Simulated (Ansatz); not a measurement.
Reaction (redistribution): `CB[S][GeH3]` + `F[SiH](F)[GeH3]` → `C[BH][GeH3]` + `F[SiH](F)[S][GeH3]`

Calculated with Ansatz (gas phase, PBE0-D4/def2-TZVP geometries, no zero-point term in ΔE). CBS: MP2 limit from def2 TZ/QZ plus the TZ coupled-cluster correction, frozen cores. Functionals use def2-TZVPP. For Ge outer-core shells are correlated without core-valence functions, which leaves a few kJ/mol of doubt a bond. Scalar relativity is left out up to krypton. Each species was taken in one conformer, which may not be the lowest.

```csv
level,ΔE (eV)
r2SCAN-D4,0.39
PBE0-D4,0.41
B2PLYP,0.41
PBE0,0.42
MP2/def2-TZVPP,0.37
MP2/def2-QZVPP,0.35
HF/CBS(def2),0.32
CCSD/CBS(def2),0.33
```

(1) What does CCSD(T)/CBS give? (Best estimate.)

Largest T1 diagnostic among the species: 0.013.

Answers

(1) Computed: +0.35 eV. The listed levels differ from it by 0.04, 0.06, 0.06, 0.07, 0.02, 0.00, -0.03, -0.02 eV.

In def2-TZVPP, CCSD(T) changes the Hartree–Fock value by +0.07 eV (the triples alone add +0.02 eV) and MP2 by +0.06 eV. The D4 term adds −0.03 eV with B3LYP and −0.02 eV with PBE0; it sums over pairs of atoms, weighted by their polarisabilities, and B3LYP, whose exchange is more repulsive, gets the larger term.

B3LYP here is the variant with VWN-RPA as its local correlation; programs differ in this.
